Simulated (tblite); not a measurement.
Species: C3H11FSeSi2.
Bonds: F1–C2, C2–Se3, Se3–Si4, Si4–C5, C5–C6, C6–Si7. Hydrogens: H8, H9 on C2; H10, H11 on Si4; H12, H13 on C5; H14, H15 on C6; H16, H17, H18 on Si7.

Computed with GFN2-xTB (tblite), gas phase: L-BFGS steps from a force-field or distance-geometry start until the largest atomic force falls under 0.01 eV/Å.

Step 54: E = -636.9623 eV
```
atom  x, y, z in Å  |  force x, y, z in eV/Å
F1      2.4071    1.2875   -1.1681    0.009  -0.009   0.051
C2      3.1570    0.7411   -0.1772    0.000  -0.009  -0.005
Se3     3.0905   -1.2245   -0.2285    0.029   0.038   0.006
Si4     0.9090   -1.5578    0.4490    0.011  -0.014  -0.013
C5     -0.2223   -0.1292   -0.0852    0.018  -0.012  -0.011
C6     -1.6861   -0.4631    0.1956    0.004   0.018   0.006
Si7    -2.8627    0.9646   -0.2536   -0.016   0.024  -0.018
H8      4.1970    1.0458   -0.3258   -0.028  -0.014  -0.002
H9      2.7699    1.0982    0.7820    0.012   0.001  -0.030
H10     0.5541   -2.8177   -0.1997   -0.003  -0.013   0.004
H11     0.9249   -1.7019    1.9101    0.009   0.018  -0.015
H12     0.0501    0.7932    0.4333   -0.025  -0.020   0.030
H13    -0.0877    0.0775   -1.1484   -0.020  -0.013  -0.029
H14    -1.9630   -1.3603   -0.3602    0.013  -0.001   0.017
H15    -1.7968   -0.7126    1.2522   -0.024  -0.016   0.003
H16    -2.6929    1.2978   -1.6686    0.003   0.004   0.009
H17    -2.5139    2.1187    0.5790   -0.019   0.008  -0.012
H18    -4.2432    0.5491    0.0024    0.026   0.009   0.009
```

Step 55: E = -636.9627 eV
```
atom  x, y, z in Å  |  force x, y, z in eV/Å
F1      2.4045    1.2871   -1.1638   -0.014   0.018   0.016
C2      3.1582    0.7426   -0.1764    0.003  -0.033   0.009
Se3     3.0910   -1.2222   -0.2281    0.021   0.018   0.012
Si4     0.9084   -1.5584    0.4485    0.034   0.003  -0.030
C5     -0.2237   -0.1313   -0.0852   -0.003   0.000  -0.017
C6     -1.6883   -0.4640    0.1960    0.008   0.011   0.004
Si7    -2.8628    0.9665   -0.2544    0.010  -0.002  -0.006
H8      4.1970    1.0458   -0.3293    0.000  -0.003  -0.007
H9      2.7761    1.1007    0.7837    0.002   0.004  -0.009
H10     0.5572   -2.8185   -0.1993   -0.010  -0.033  -0.008
H11     0.9259   -1.7023    1.9077    0.008   0.015   0.018
H12     0.0481    0.7913    0.4337   -0.022  -0.023   0.027
H13    -0.0894    0.0760   -1.1485   -0.021  -0.014  -0.025
H14    -1.9666   -1.3622   -0.3584    0.019   0.017   0.019
H15    -1.7981   -0.7134    1.2530   -0.027  -0.007  -0.006
H16    -2.6932    1.2984   -1.6690    0.007   0.008  -0.003
H17    -2.5104    2.1192    0.5781   -0.022   0.013  -0.010
H18    -4.2427    0.5512    0.0000    0.008   0.008   0.015
```

Step 56: E = -636.9630 eV
```
atom  x, y, z in Å  |  force x, y, z in eV/Å
F1      2.3861    1.2831   -1.1510    0.013   0.013   0.037
C2      3.1558    0.7408   -0.1735    0.003  -0.006  -0.004
Se3     3.0937   -1.2225   -0.2249    0.012  -0.001   0.013
Si4     0.9089   -1.5585    0.4477    0.044   0.015  -0.038
C5     -0.2212   -0.1306   -0.0879   -0.023   0.007  -0.017
C6     -1.6861   -0.4619    0.1952    0.005   0.000   0.002
Si7    -2.8624    0.9680   -0.2558    0.029  -0.024   0.005
H8      4.1923    1.0470   -0.3406   -0.024  -0.003  -0.006
H9      2.7855    1.0978    0.7920    0.006   0.004  -0.021
H10     0.5585   -2.8182   -0.1997   -0.012  -0.043  -0.015
H11     0.9237   -1.7019    1.9063    0.010   0.013   0.034
H12     0.0503    0.7926    0.4302   -0.016  -0.028   0.019
H13    -0.0878    0.0746   -1.1520   -0.021  -0.013  -0.011
H14    -1.9645   -1.3617   -0.3570    0.016   0.026   0.016
H15    -1.7952   -0.7108    1.2528   -0.026   0.003  -0.014
H16    -2.6962    1.2993   -1.6703    0.011   0.011  -0.012
H17    -2.5097    2.1200    0.5768   -0.022   0.018  -0.009
H18    -4.2404    0.5492    0.0001   -0.003   0.008   0.018
```

Step 57: E = -636.9633 eV
```
atom  x, y, z in Å  |  force x, y, z in eV/Å
F1      2.3810    1.2830   -1.1452    0.001   0.020   0.014
C2      3.1559    0.7405   -0.1727    0.004   0.001   0.001
Se3     3.0950   -1.2213   -0.2237    0.008  -0.021   0.012
Si4     0.9096   -1.5588    0.4469    0.037   0.012  -0.032
C5     -0.2213   -0.1313   -0.0889   -0.028   0.004  -0.011
C6     -1.6862   -0.4615    0.1952    0.002  -0.009   0.001
Si7    -2.8621    0.9687   -0.2567    0.036  -0.031   0.012
H8      4.1908    1.0472   -0.3452   -0.007   0.002  -0.007
H9      2.7906    1.0983    0.7939    0.003   0.005  -0.001
H10     0.5596   -2.8192   -0.2001   -0.009  -0.037  -0.013
H11     0.9234   -1.7018    1.9059    0.010   0.014   0.027
H12     0.0492    0.7916    0.4303   -0.008  -0.026   0.008
H13    -0.0889    0.0729   -1.1535   -0.019  -0.007   0.001
H14    -1.9646   -1.3621   -0.3555    0.010   0.023   0.007
H15    -1.7959   -0.7107    1.2527   -0.021   0.011  -0.012
H16    -2.6963    1.2999   -1.6709    0.012   0.012  -0.018
H17    -2.5087    2.1205    0.5760   -0.022   0.021  -0.008
H18    -4.2397    0.5504   -0.0002   -0.010   0.007   0.019
```

Question: Estimate the geometry and energy of step 58. (The exact step hangs on the optimiser's Hessian estimate; all steps are aligned on step 57, rigid shifts and turns removed.)

Answer: E = -636.9639 eV, largest force 0.044 eV/Å
```
atom  x, y, z in Å  |  force x, y, z in eV/Å
F1      2.3686    1.2851   -1.1317   -0.008   0.020  -0.010
C2      3.1562    0.7411   -0.1707    0.003   0.022   0.006
Se3     3.0967   -1.2190   -0.2206    0.008  -0.043   0.006
Si4     0.9111   -1.5591    0.4451    0.010  -0.009  -0.006
C5     -0.2227   -0.1334   -0.0910   -0.016  -0.010   0.001
C6     -1.6870   -0.4621    0.1953   -0.003  -0.016   0.002
Si7    -2.8602    0.9695   -0.2581    0.026  -0.021   0.011
H8      4.1884    1.0476   -0.3574    0.008   0.008  -0.006
H9      2.8040    1.1009    0.7997    0.003  -0.001   0.016
H10     0.5616   -2.8214   -0.2014    0.000  -0.016  -0.005
H11     0.9221   -1.7027    1.9057    0.012   0.016  -0.001
H12     0.0469    0.7889    0.4295    0.004  -0.016  -0.010
H13    -0.0914    0.0679   -1.1565   -0.019   0.007   0.014
H14    -1.9662   -1.3633   -0.3525    0.000   0.008  -0.014
H15    -1.7976   -0.7106    1.2526   -0.012   0.019   0.000
H16    -2.6950    1.3005   -1.6726    0.014   0.009  -0.015
H17    -2.5055    2.1217    0.5737   -0.021   0.017  -0.010
H18    -4.2388    0.5544   -0.0009   -0.008   0.006   0.019
```

The energy changes by -0.0005 eV. The first-order estimate −F·Δx gives -0.0008 eV and the mean of the old and new forces, exact on a quadratic surface, -0.0006 eV. The step makes an angle of 77° with the force vector and moves no atom by more than 0.018 Å.

What follows is the cost of the whole relaxation. Hardware: an Arm Neoverse V1 with one thread (shared host). Cost: 1.6 s of wall time.
